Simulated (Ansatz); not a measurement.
`CCO[SiH2]P` at its PBE0-D4/def2-TZVP geometry, where that method's forces vanish. Charge 0, multiplicity 1.

```xyz
14

C    -2.2908    0.2834   -0.1671
C    -1.0896   -0.1183    0.6507
O     0.0809    0.0343   -0.1338
Si    1.5827   -0.2961    0.4462
P     3.1420    0.0642   -1.1201
H    -2.3715   -0.3402   -1.0594
H    -2.2073    1.3251   -0.4828
H    -3.2057    0.1705    0.4196
H    -1.0175    0.5038    1.5528
H    -1.1836   -1.1621    0.9789
H     1.6677   -1.7192    0.8839
H     1.8841    0.5658    1.6253
H     2.5976    1.3264   -1.4785
H     2.4111   -0.6378   -2.1156
```

What forces (eV/Å) does ωB97M-V/def2-TZVPP give on these atoms in Ansatz? (Best estimate.)

Computed: 
```
C1  -0.169  0.055 -0.111
C2  -0.100 -0.092  0.296
O3   0.119  0.041 -0.155
Si4  0.145 -0.063  0.152
P5  -0.126  0.044 -0.096
H6   0.013  0.044  0.069
H7   0.001 -0.079  0.026
H8   0.068  0.009 -0.045
H9   0.001 -0.050 -0.078
H10  0.015  0.087 -0.030
H11 -0.019  0.153 -0.041
H12 -0.042 -0.095 -0.121
H13  0.038 -0.113  0.039
H14  0.055  0.061  0.095
```
